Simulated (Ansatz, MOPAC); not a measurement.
The molecule SiSe+, multiplicity 2 (lowest of 2S+1 = 2, 4 at CCSD(T)/def2-TZVPP on PBE0 minima; our sources give no spin for the ground state, which may be another). No spin–orbit coupling. Se is treated without relativity.

The constants come from a fifth-degree fit in 1/R (seven points, main isotopes). In def2 and cc sets the state is the lowest found near the PBE0 minimum, followed along R.

Codes used: Ansatz (Gaussian orbitals); MOPAC for PM6 (differences of heats of formation). Values without a source in brackets are computed.

```json
[
 {"level": "PM6", "r_e (Å)": "2.254", "ω_e (cm⁻¹)": "393", "α_e (cm⁻¹)": "0.00053", "ω_e x_e (cm⁻¹)": "0.79"},
 {"level": "SVWN5/def2-TZVPP", "r_e (Å)": "2.207", "ω_e (cm⁻¹)": "459", "α_e (cm⁻¹)": "0.00074", "ω_e x_e (cm⁻¹)": "1.4"},
 {"level": "PBE/def2-TZVPP", "r_e (Å)": "2.232", "ω_e (cm⁻¹)": "446", "α_e (cm⁻¹)": "0.00074", "ω_e x_e (cm⁻¹)": "1.4"},
 {"level": "r2SCAN/def2-TZVPP", "r_e (Å)": "2.212", "ω_e (cm⁻¹)": "462", "α_e (cm⁻¹)": "0.00074", "ω_e x_e (cm⁻¹)": "1.4"},
 {"level": "B97M-V/def2-TZVPP", "r_e (Å)": "2.204", "ω_e (cm⁻¹)": "470", "α_e (cm⁻¹)": "0.00075", "ω_e x_e (cm⁻¹)": "1.5"},
 {"level": "B3LYP/def2-TZVPP", "r_e (Å)": "2.220", "ω_e (cm⁻¹)": "455", "α_e (cm⁻¹)": "0.00074", "ω_e x_e (cm⁻¹)": "1.4"},
 {"level": "PBE0/def2-TZVPP", "r_e (Å)": "2.205", "ω_e (cm⁻¹)": "472", "α_e (cm⁻¹)": "0.00071", "ω_e x_e (cm⁻¹)": "1.4"},
 {"level": "BHLYP/def2-TZVPP", "r_e (Å)": "2.196", "ω_e (cm⁻¹)": "481", "α_e (cm⁻¹)": "0.00071", "ω_e x_e (cm⁻¹)": "1.4"},
 {"level": "CAM-B3LYP/def2-TZVPP", "r_e (Å)": "2.194", "ω_e (cm⁻¹)": "480", "α_e (cm⁻¹)": "0.00071", "ω_e x_e (cm⁻¹)": "1.3"},
 {"level": "wB97X-V/def2-TZVPP", "r_e (Å)": "2.187", "ω_e (cm⁻¹)": "493", "α_e (cm⁻¹)": "0.00068", "ω_e x_e (cm⁻¹)": "1.3"},
 {"level": "wB97M-V/def2-TZVPP", "r_e (Å)": "2.193", "ω_e (cm⁻¹)": "486", "α_e (cm⁻¹)": "0.00069", "ω_e x_e (cm⁻¹)": "1.3"},
 {"level": "B2PLYP/def2-TZVPP", "r_e (Å)": "2.213", "ω_e (cm⁻¹)": "463", "α_e (cm⁻¹)": "0.00073", "ω_e x_e (cm⁻¹)": "1.4"},
 {"level": "CCSD/def2-TZVPP", "r_e (Å)": "2.200", "ω_e (cm⁻¹)": "481", "α_e (cm⁻¹)": "0.00072", "ω_e x_e (cm⁻¹)": "1.5"},
 {"level": "CCSD/def2-QZVPP", "r_e (Å)": "2.192", "ω_e (cm⁻¹)": "484", "α_e (cm⁻¹)": "0.00072", "ω_e x_e (cm⁻¹)": "1.4"},
 {"level": "CCSD(T)/def2-TZVPP", "r_e (Å)": "2.210", "ω_e (cm⁻¹)": "468", "α_e (cm⁻¹)": "0.00075", "ω_e x_e (cm⁻¹)": "1.5"},
 {"level": "CCSD(T)/def2-QZVPP", "r_e (Å)": "2.202", "ω_e (cm⁻¹)": "472", "α_e (cm⁻¹)": "0.00075", "ω_e x_e (cm⁻¹)": "1.5"},
 {"level": "CCSD(T)/CBS(def2-TZVPP, def2-QZVPP)", "r_e (Å)": "2.197", "ω_e (cm⁻¹)": "475", "α_e (cm⁻¹)": "0.00074", "ω_e x_e (cm⁻¹)": "1.5"}
]
```

Correlated levels freeze the inner cores; with def2 sets outer-core shells near the valence are correlated too. CBS: X⁻³ extrapolation of the correlation energy, Hartree–Fock from the larger set. The state reached by PM6 isn't checked.

Ansatz is a program for electronic structure.
